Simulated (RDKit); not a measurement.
Input for RDKit: UFF on ClH7Si2 (a complex), monomers drawn apart or pushed together.

```python
from rdkit import Chem
from rdkit.Chem import AllChem, rdDetermineBonds

blocks = [
'''2

Cl   -0.08021070    0.57078754    0.20848289
H    -0.29665679    1.26334517    1.27030651
''',
'''8

Si    0.41994904   -1.16515520    3.46991379
Si   -0.23123907    0.99082973    4.12623702
H     1.66974521   -1.10487595    2.67849970
H    -0.64782448   -1.80089483    2.66519765
H     0.65713876   -1.97830964    4.68775970
H    -1.48160262    0.94868388    4.92124640
H    -0.48769286    1.85585045    2.94144947
H     0.82992252    1.64437713    4.92880889
''',
]
mol = None
for b in blocks:
    f = Chem.MolFromXYZBlock(b)
    rdDetermineBonds.DetermineBonds(f, charge=0)
    mol = f if mol is None else Chem.CombineMols(mol, f)
Chem.SanitizeMol(mol)
print(Chem.MolToSmiles(Chem.RemoveHs(mol)))
ff = AllChem.UFFGetMoleculeForceField(mol, vdwThresh=100.0, ignoreInterfragInteractions=False)
e = ff.CalcEnergy()
print(f'UFF energy {e:.6f} kcal/mol')
```

The log:

```
Cl.[SiH3][SiH3]
UFF energy 16.273205 kcal/mol
```

The run finished.

Cost: around 0.06 core-seconds (rough).
